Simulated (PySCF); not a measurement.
## Bond curve of AlSe

Set-up: PySCF, no relativity, basis sets Al def2-TZVPP, Se def2-TZVPP. Energies in eV from Al + Se in their ground configurations at the same level. State: ²Σ⁺ (doublet), unpaired electrons σ ↑.

All columns are LDA. A positive dipole means Al(−)Se(+).

```csv
R (Å),E (eV),μ (D),Mulliken charge on Al (basis-dependent),HOMO (eV),LUMO (eV),Mayer bond order,⟨S²⟩
1.865,-3.553,-2.55,0.05,-5.87,-4.87,2.45,0.75
1.952,-4.198,-2.77,0.09,-5.99,-5.02,2.40,0.75
2.039,-4.540,-2.99,0.13,-6.09,-5.15,2.34,0.75
2.104,-4.652,-3.14,0.17,-6.09,-5.24,2.28,0.75
2.169,-4.673,-3.30,0.20,-5.98,-5.32,2.23,0.75
2.234,-4.625,-3.45,0.23,-5.88,-5.40,2.16,0.75
2.321,-4.486,-3.65,0.27,-5.76,-5.48,2.07,0.75
2.429,-4.235,-3.89,0.30,-5.62,-5.57,1.95,0.75
2.559,-3.879,-4.20,0.34,-5.46,-5.63,1.79,0.75
2.733,-3.388,-4.63,0.36,-5.27,-5.65,1.58,0.75
```

A fit through these points gives, at Re = 2.153 Å, μ = -3.26 D and dμ/dR = -2.36 D/Å; the reduced mass is 20.17 u.

Task: How strong is the fundamental in the double-harmonic approximation, I = 42.26·(dμ/dR)²/μred km/mol?

Result: I = 42.26·(-2.36)²/20.17 = 11.7 km/mol at LDA.

Spin–orbit coupling is left out. The state was picked by a PBE0 search and need not be the measured ground state.

At some distances an empty level lies below a filled one, because the occupation is held.
